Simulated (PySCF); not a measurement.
Computed IR spectrum (relative IR intensity) of a molecule C6H15In. Coordinates come from a PBE0-D3(BJ)/def2-SVP optimisation. The def2 effective core potentials stand for the cores of In; spin–orbit coupling is left out. The values are those of a single conformer. All values below come from PySCF with PBE0-D3(BJ)/def2-SVP. Frequencies are harmonic and unscaled.

ν (cm⁻¹): 234 (w), 262 (m), 450 (w), 470 (m), 480 (m), 630 (s), 943 (vw), 953 (w), 964 (w), 966 (w), 1055 (m), 1062 (m), 1188 (w), 1245 (w), 1390 (w), 1393 (w), 1395 (vw), 1431 (vw), 1460 (w), 1467 (vw), 1478 (w), 1481 (m), 3029 (vs), 3032 (vs), 3050 (m), 3053 (m), 3097 (vw), 3100 (w), 3108 (vs), 3131 (m), 3136 (s) (against the strongest line: vs over 80 %, s over 45 %, m over 15 %, w over 4 %, vw less)

### Question
Pick the molecule that these values belong to.
A. CC[CH2][InH][CH2]CC
B. CCC[CH2][In]([CH3])[CH3]
C. C[CH2][In]([CH2]C)[CH2]C
D. [CH3][In]([CH3])[C](C)(C)C

### Answer
C, C[CH2][In]([CH2]C)[CH2]C
